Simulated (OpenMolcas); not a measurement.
**Fe4+: moving or changing the point charges**

Fe4+ among 2 point charges of -2 e arranged as a linear pair (D∞h), 1.94 Å from the ion.
```
   0.0000    0.0000    1.9400  -2.00
   0.0000    0.0000   -1.9400  -2.00
```

```json
{
 "Program": "OpenMolcas",
 "Method": "SS-CASPT2, IPEA 0.25 Eh, imaginary shift 0.1 Eh (closed shells correlated: 3s 3p)",
 "Basis": "ANO-RCC-VDZP [5s4p2d1f]",
 "Scalar Hamiltonian": "DKH2, point nucleus",
 "Active space": "4 electrons in 5 orbitals (3d)",
 "State averaging": "2S+1 = 5 even, 5 roots; 2S+1 = 3 even, 45 roots; 2S+1 = 1 even, 50 roots",
 "Spin-orbit coupling": "state interaction with AMFI integrals over the reference wave functions"
}
```

Runs around this geometry, states (labels by Λ). Energies in cm-1 above the lowest state or level, χT in cm3 K/mol.

| R (Å) | q (e) | Ground state | First state of that spin | First gap with spin-orbit (degeneracies) | χT at 300 K | First state of another spin |
| --- | --- | --- | --- | --- | --- | --- |
| 1.94 | -1 | 5Σ | 5Π 1860 | 34 (1, 2) | 2.277 | 3Γ 27370 |
| 1.8 | -2 | 5Σ | 5Π 4520 | 17 (1, 2) | 2.690 | 3Γ 27630 |
| 1.94 | -2 | 5Σ | 5Π 3510 | 21 (1, 2) | 2.600 | 3Γ 27620 |
| 2.16 | -2 | 5Σ | 5Π 2440 | 28 (1, 2) | 2.434 | 3Γ 27520 |

Taking the first state of the same spin as R^-n, n = -ln(2440 / 4520) / ln(2.16 / 1.8) = 3.4 between the shortest and longest distance.

Scaling the charges by -1 / -2 = 0.50 scales the first state of the same spin by 1860 / 3510 = 0.53; with fixed orbitals a first-order splitting would follow the charge.

Roots that are degenerate in the reference are averaged as groups; the widest CASPT2 spread within a group is 65 cm-1 (the 2-fold group of multiplicity 1 near 109000 cm-1 above the lowest state of its run, R = 2.16, q = -2). Shifts and gaps below about the spread of the groups concerned are not significant. Point charges give a weaker field than real ligands, and real ions of this kind are often low spin; the high spin found here belongs to the model. Free-ion shares, where given, are those of the reference states; single-state CASPT2 does not remix them. Point charges carry no covalency, so the field is a model and not that of real ligands. No measured value stands beside these numbers.
